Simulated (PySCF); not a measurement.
Two species compared at the same levels of theory.

First species: C₃H₆N₂Si.
Bonds: Si1–C2, C2–C3 (aromatic), C3–N4 (aromatic), N4–C5 (aromatic), C5–N6 (aromatic), C2–N6 (aromatic). Hydrogens: H7, H8, H9 on Si1; H10 on C3; H11 on N4; H12 on C5.

Second species: C2H9ClOSi2.
SMILES: `C[SiH2]O[Si@@H](C)Cl`

Levels: CAM-B3LYP/def2-SVPD for dipole moment, HOMO energy, LUMO energy, HOMO–LUMO gap, static isotropic polarisability and electronic spatial extent ⟨r²⟩ about the centre of nuclear charge; TDDFT CAM-B3LYP/def2-SVPD for lowest singlet excitation; TDA CAM-B3LYP/def2-SVPD for lowest triplet excitation (Tamm–Dancoff); GFN2-xTB for rotational constant A and rotational constant C. Geometries: GFN2-xTB. Each structure is a single optimised conformer of the isolated species, non-relativistic unless stated; the electronic structure was computed with PySCF and density fitting.

Dipoles, sizes and rotational constants follow the conformer. The torsions of the flexible species, by atom-mapped SMILES:
- `[CH3:1][SiH2:2][O:3][Si@@H:4]([CH3:5])[Cl:6]`: C1–Si2–O3–Si4 -26°, Si2–O3–Si4–C5 -141°

Which has the higher T1 energy?

The second: 7.44 eV against 4.56 eV, a difference of 2.88 eV.

Which of the two has the higher HOMO energy, and by how much?

The first: -8.13 eV against -9.70 eV, a difference of 1.57 eV.

Which has the higher rotational constant A?

The first: 8.745 GHz against 2.634 GHz, a difference of 6.111 GHz.

Which of the two has the higher HOMO–LUMO gap, and by how much?

The second: 10.80 eV against 9.24 eV, a difference of 1.56 eV.

Which has the higher S1 energy?

The second: 7.77 eV against 6.29 eV, a difference of 1.48 eV.

Which of the two has the higher dipole moment, and by how much?

The first: 4.12 D against 0.92 D, a difference of 3.20 D.

Which has the higher rotational constant C?

The first: 1.635 GHz against 0.858 GHz, a difference of 0.777 GHz.

Which has the higher ⟨r²⟩?

The second: 1379 bohr² against 735 bohr², a difference of 644 bohr².

On the first: No computed singlet falls in the visible range (750 to 380 nm, 1.65 to 3.26 eV); S1 lies 3.03 eV above its blue end. In wavenumbers S1 is 50700 cm⁻¹ (1 eV = 8065.54 cm⁻¹).

On the second: The 8 singlets span 7.77 to 8.81 eV, and their oscillator strengths add up to 0.31. The polarisability is 13.26 Å³ as a volume (1 au = 0.148185 Å³), or 1.21 au for each of the 74 electrons.
